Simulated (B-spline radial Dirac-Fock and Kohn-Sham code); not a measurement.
# Dipole and non-dipole photoemission parameters of Cl⁴⁺ 3p3/2

System: Cl⁴⁺ in the configuration 1s2 2s2 2p6 3s2 3p1; threshold 65.29 eV (orbital energy of the model). Level of theory: Dirac-Hartree-Slater photoionisation with a Latter tail; cross sections with all multipoles, angular parameters from the dipole term and its interference with E2; a radial finite-basis atomic code.

| hν (eV) | σ (kb) | β | γ | δ |
| --- | --- | --- | --- | --- |
| 81.1 | 219 | 1.115 | 0.019 | -0.001 |
| 97.4 | 182 | 1.337 | -0.007 | -0.001 |
| 100 | 177 | 1.360 | -0.010 | 0.000 |
| 124 | 135 | 1.502 | -0.019 | 0.001 |
| 138 | 115 | 1.547 | -0.016 | 0.002 |
| 213 | 53.8 | 1.638 | 0.027 | 0.005 |
| 282 | 29.8 | 1.637 | 0.077 | 0.007 |
| 317 | 22.7 | 1.625 | 0.106 | 0.008 |
| 400 | 13.3 | 1.590 | 0.159 | 0.010 |
| 600 | 5.00 | 1.495 | 0.267 | 0.016 |
| 616 | ? | ? | ? | ? |
| 622 | 4.56 | 1.485 | 0.279 | 0.016 |
| 635 | 4.33 | 1.479 | 0.285 | 0.017 |
| 835 | 2.10 | 1.392 | 0.372 | 0.023 |
| 877 | 1.84 | 1.375 | 0.388 | 0.025 |
| 1090 | 1.00 | 1.296 | 0.462 | 0.032 |
| 1150 | 0.860 | 1.275 | 0.480 | 0.034 |
| 2000 | 0.163 | 1.035 | 0.671 | 0.066 |
| 2820 | 0.0541 | 0.875 | 0.772 | 0.097 |
| 4000 | 0.0169 | 0.717 | 0.868 | 0.137 |
| 4040 | 0.0163 | 0.712 | 0.871 | 0.138 |
| 4280 | 0.0134 | 0.687 | 0.887 | 0.146 |
| 4520 | 0.0111 | 0.663 | 0.903 | 0.153 |
| 9251.7 | 0.000866 | 0.377 | 1.088 | 0.282 |
| 10400 | 0.000562 | 0.338 | 1.112 | 0.308 |
| 12000 | 0.000330 | 0.294 | 1.145 | 0.342 |
| 15000 | 0.000142 | 0.231 | 1.205 | 0.399 |

Question: Give the values at 616 eV.

Answer: σ = 4.68 kb, β = 1.487, γ = 0.275, δ = 0.016.

Values without a named source are computed, but for edge energies of neutral atoms, which are taken from tables.
